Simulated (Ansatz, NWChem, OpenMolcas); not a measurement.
# A ladder of methods for BBrF2 (SMILES FB(F)Br)

BBrF2 has 4 atoms, charge 0, and is taken as a singlet. As SMILES, `FB(F)Br`. The shape is that of a PBE0-D4/def2-TZVP optimisation.

Quantity: the HOMO–LUMO gap, in eV. The values are calculated.

```csv
level,kind,program,value (eV),CPU time
HF/aug-cc-pVDZ,Hartree–Fock,NWChem,13.48,2.8 min
BLYP/aug-cc-pVDZ,GGA,Ansatz,6.13,9.3 s
revPBE/aug-cc-pVDZ,GGA,Ansatz,6.23,7.9 s
M06-L/aug-cc-pVDZ,meta-GGA,OpenMolcas,6.91,43 s
r2SCAN/aug-cc-pVDZ,meta-GGA,Ansatz,6.96,16 s
M06-2X/aug-cc-pVDZ,hybrid meta-GGA,OpenMolcas,10.21,39 s
CAM-B3LYP/aug-cc-pVDZ,range-separated hybrid,Ansatz,10.73,11 s
HSE06/aug-cc-pVDZ,range-separated hybrid,Ansatz,7.78,13 s
```

All-electron rows without a relativistic Hamiltonian named are non-relativistic. The values span 6.13 to 13.48 eV. Orbital gaps aren't excitation energies; they tend to grow with the share of exact exchange. CPU times are rough (shared hosts, several kinds of processor and program).
